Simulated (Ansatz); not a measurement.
Geometry optimisation, Ansatz 0.2.0, RKS PBE0-D4/def2-SVP.

Input:

```yaml
crystal:
  periodic: [false, false, false]
  atoms:
    - { symbol: Hf, position_ang: [-0.432697, -0.077939, -0.566625] }
    - { symbol: Cl, position_ang: [-0.100436, 0.424834, 3.106012] }
    - { symbol: F, position_ang: [1.262958, 0.157222, 0.268956] }
    - { symbol: F, position_ang: [-0.824192, 1.330606, -1.775529] }
    - { symbol: F, position_ang: [-0.561668, -1.774675, -1.40539] }
    - { symbol: Si, position_ang: [-2.634323, -0.021305, 0.894879] }
    - { symbol: H, position_ang: [-3.821329, -0.330932, 0.026398] }
    - { symbol: H, position_ang: [-2.676953, -1.012368, 2.029246] }
    - { symbol: H, position_ang: [-2.886095, 1.323589, 1.51139] }
    - { symbol: H, position_ang: [-1.350464, -0.019033, 3.228464] }
basis:
  gaussian: { orbitals: def2-SVP }
hamiltonian:
  xc: pbe0
  dispersion: d4
relax:
  f_tol: 0.03
  max_steps: 50
```

Launched with:

```bash
$ ansatz run input.yaml --threads 4 --pin off --max-ram 5120MiB --backend cpu --events-out ev --progress --plain --runs-dir out
```

**Question.** Where does it end, and by what steps?

**Answer.** It converged. The force dipped under the threshold on the way, but the program's further checks kept it going. After 42 steps the energy has fallen by 0.336 eV; H10 moved furthest, 1.65 Å. Joined: Hf1–Cl2 (3.72 → 2.99 Å).

| step | energy less start (eV) | largest force component (eV/Å) | accepted |
| --- | --- | --- | --- |
| 0 | 0.0000 | 1.098 | yes |
| 2 | 0.0302 | 1.176 | no |
| 4 | -0.0964 | 0.433 | yes |
| 6 | -0.1020 | 0.141 | yes |
| 8 | -0.1121 | 0.098 | yes |
| 10 | -0.1120 | 0.434 | no |
| 12 | -0.1224 | 0.206 | yes |
| 14 | -0.1346 | 0.643 | yes |
| 16 | -0.2263 | 0.427 | yes |
| 18 | -0.2949 | 0.336 | yes |
| 20 | -0.3216 | 0.366 | yes |
| 22 | -0.3280 | 0.126 | yes |
| 24 | -0.3307 | 0.030 | yes |
| 26 | -0.3310 | 0.071 | yes |
| 28 | -0.3313 | 0.030 | yes |
| 30 | -0.3316 | 0.051 | yes |
| 32 | -0.3316 | 0.036 | yes |
| 34 | -0.3320 | 0.108 | yes |
| 36 | -0.3328 | 0.063 | yes |
| 38 | -0.3323 | 0.333 | no |
| 40 | -0.3351 | 0.119 | yes |
| 42 | -0.3360 | 0.009 | yes |

```xyz
10
Properties=species:S:1:pos:R:3
Hf -0.437 0.020 -0.282
Cl 0.139 -0.254 2.644
F 0.755 1.438 0.184
F -0.853 0.274 -2.113
F 0.032 -1.823 -0.084
Si -2.923 0.379 0.837
H -4.052 0.315 -0.147
H -3.191 -0.679 1.874
H -3.017 1.698 1.549
H -0.478 -1.369 2.855
```

Whether the end is a true minimum wasn't checked by a vibrational analysis.

Time of the run: 2.1 min on 4 threads of Arm Neoverse V2 (shared host), peak memory 0.34 GiB.
